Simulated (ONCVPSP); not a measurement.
cerium (Ce), ONCV: configuration errors across variants

```json
{
  "Element": "cerium (Ce)",
  "Generator": "ONCVPSP 4.0.1",
  "Type": "optimised norm-conserving Vanderbilt (ONCV)",
  "Functional": "PBE",
  "Relativity": "scalar-relativistic",
  "Frozen core": "[Kr] 4d10",
  "Valence charge": "12",
  "Reference configuration": "4f1 5s2 5p6 5d1 6s2",
  "Partial waves": "5s+6s: rc 2.80 bohr, ncon 4, nbas 9, qcut 3.7 1/bohr, 2 projectors; 5p: rc 1.80 bohr, ncon 4, nbas 9, qcut 4.5 1/bohr, 1 projector; 5d: rc 2.80 bohr, ncon 4, nbas 7, qcut 4.1 1/bohr, 3 projectors, debl 3.9 Ha; 4f: rc 1.05 bohr, ncon 4, nbas 8, qcut 15.6 1/bohr, 2 projectors, debl 3.9 Ha",
  "Local potential": "polynomial inside 0.70 bohr (lpopt 5, dvloc0 6 Ha)",
  "Core correction": "none"
}
```

All-electron excitation energies from the reference (eV): (1) 4f1 5s2 5p6 5d1 6s1 6.070; (2) 4f1 5s2 5p6 5d1 6s0 17.151; (3) 4f1 5s2 5p6 5d0 6s0 36.330.

A true bound ghost makes a file unfit for plane-wave use even where its test errors are small: the radial tests pick states by their node count and pass the ghost by.

Errors AE − PS in meV (a dash: test not solved or not reliable):

```
    change   (1)   (2)   (3)  bound ghosts  GHOST(+) flags above zero
      base  -1.9  -8.3  +2.4          s, p                       s, d
s: rc 1.98  -1.6  -6.1  -0.5          s, p                       s, d
s: rc 2.22  -1.8  -7.0  -0.3          s, p                       s, d
s: rc 2.44  -1.8  -7.6  +0.3          s, p                       s, d
s: rc 2.84  -1.9  -8.3  +2.6          s, p                       s, d
 s: rc 3.2  -1.8  -8.7  +3.7          s, p                       s, d
s: rc 3.42  -1.8  -9.2  +2.7          s, p                          d
 s: rc 3.6  -1.7  -9.9  +0.5          s, p                       s, d
s: rc 3.82  -1.8   -11  -3.8          s, p                       s, d
 s: rc 4.1  -2.0   -14   -12          s, p                       s, d
```

Question: Give the same row for: s: rc 2.68.

Answer: -1.9, -8.1, +1.7; bound ghosts: s, p; GHOST(+) flags above zero: s, d.
